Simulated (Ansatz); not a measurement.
Abstraction of F: CH2FI + GeF3 → CH2I + GeF4

Species: CH2FI (fluoroiodomethane) `FCI`, singlet; GeF3 `[F][Ge]([F])[F]`, doublet; CH2I `[CH2]I`, doublet; GeF4 (tetrafluorogermane) `[F][Ge]([F])([F])[F]`, singlet. A radical takes F: the energy is the difference in strength between the C–F bond broken and the Ge–F bond made.

Shapes, held fixed at every level: PBE0-D4/def2-TZVP. Programs: Ansatz 0.2.0. The zero-point and thermal change to 298 K, harmonic and unscaled (PBE0-D4/def2-TZVP), is -9.9 kJ/mol.

```json
{"level": "MP2/def2-TZVPP", "kind": "perturbation theory", "ΔH(298 K) (kJ/mol)": "-93.0", "less CCSD(T)/def2-TZVPP": "+6.7"}
{"level": "SPW92/def2-TZVPP", "kind": "LDA", "ΔH(298 K) (kJ/mol)": "-42.4", "less CCSD(T)/def2-TZVPP": "+57.3"}
{"level": "r2SCAN-D4/def2-TZVPP", "kind": "meta-GGA", "ΔH(298 K) (kJ/mol)": "-81.4", "less CCSD(T)/def2-TZVPP": "+18.3"}
{"level": "BHLYP-D4/def2-TZVPP", "kind": "global hybrid", "ΔH(298 K) (kJ/mol)": "-88.7", "less CCSD(T)/def2-TZVPP": "+11.0"}
{"level": "CCSD/def2-SVP", "kind": "coupled cluster or CI", "ΔH(298 K) (kJ/mol)": "-95.8", "less CCSD(T)/def2-TZVPP": "+3.9"}
{"level": "CCSD/def2-TZVPP", "kind": "coupled cluster or CI", "ΔH(298 K) (kJ/mol)": "-104.4", "less CCSD(T)/def2-TZVPP": "-4.7"}
{"level": "CCSD(T)/def2-TZVPP", "kind": "coupled cluster or CI", "ΔH(298 K) (kJ/mol)": "-99.7", "less CCSD(T)/def2-TZVPP": "0.0"}
```

The highest level, CCSD(T)/def2-TZVPP, gives ΔH(298 K) = -99.7 kJ/mol; the levels span -104.4 to -42.4. The column of differences is taken from that level and isn't an error. No measured value is set beside it here. Open shells run unrestricted. For atoms past krypton def2 sets carry core potentials with scalar relativity. Relativity is left out for Ge. Outer-core shells of Ge, I are correlated, in sets that cover them unevenly.
